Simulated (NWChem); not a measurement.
Species: CuH$_{3}$O; SMILES [OH2]->[CuH]

```xyz
5

Cu     0.0097     0.4797     0.0000
H     -0.0578     1.9630     0.0000
O      0.0642    -1.5094     0.0000
H     -0.3688    -1.9000    -0.7700
H     -0.3688    -1.9000     0.7700
```
Atoms are numbered in this order, from 1.

Computed with NWChem. Medium grid unless said otherwise, to which SCAN and Minnesota functionals are sensitive. Structure relaxed at the PBE0/def2-SVP level.

For level M06-2X/def2-SVP:

| Property | Value |
|---|---|
| highest occupied level (eV) | -6.72 |
| orbital gap (eV) | 6.96 |
| dipole (D) | 6.36 |

**Question.** How do the values read with level TPSS/def2-SVP instead?

**Answer.** 
| Item | Result |
|---|---|
| highest occupied level (eV) | -4.15 |
| orbital gap (eV) | 3.14 |
| dipole (D) | 5.96 |
